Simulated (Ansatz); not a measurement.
Consider the redistribution: `NB(F)[SiH3]` + `C[S][SnH2][Cl]` → `CSB(F)[SiH3]` + `[NH2][SnH2][Cl]`.

Computed with Ansatz on PBE0-D4/def2-TZVP structures; ΔE is electronic, products minus reactants. CCSD(T)/CBS adds triple-zeta CCSD(T) − MP2 to the extrapolated MP2 energy (def2 sets, frozen cores). Functionals use def2-TZVPP. B3LYP here is the variant with VWN-RPA as its local correlation; programs differ in this. Elements past krypton have def2 core potentials. For Sn outer-core shells are correlated without core-valence functions, which leaves a few kJ/mol of doubt a bond. Each species was taken in one conformer, which may not be the lowest.

```json
{"level": "PBE0-D4", "ΔE (eV)": "1.14"}
{"level": "B3LYP-D4", "ΔE (eV)": "1.16"}
{"level": "ωB97X-V", "ΔE (eV)": "1.11"}
{"level": "PBE", "ΔE (eV)": "1.09"}
{"level": "MP2/def2-TZVPP", "ΔE (eV)": "1.09"}
{"level": "CCSD/def2-TZVPP", "ΔE (eV)": "1.11"}
{"level": "HF/def2-QZVPP", "ΔE (eV)": "1.26"}
{"level": "MP2/def2-QZVPP", "ΔE (eV)": "1.12"}
```

(1) What does CCSD(T)/CBS give? (Estimate.)

Largest T1 diagnostic among the species: 0.014.

Results:

(1) Computed: +1.12 eV. The listed levels differ from it by 0.02, 0.04, -0.01, -0.03, -0.03, -0.01, 0.14, 0.00 eV.

In def2-TZVPP, CCSD(T) changes the Hartree–Fock value by −0.18 eV (the triples alone add −0.04 eV) and MP2 by −0.17 eV. From PBE to PBE0 (25 % exact exchange), in def2-TZVPP and without D4, ΔE moves by +0.06 eV.
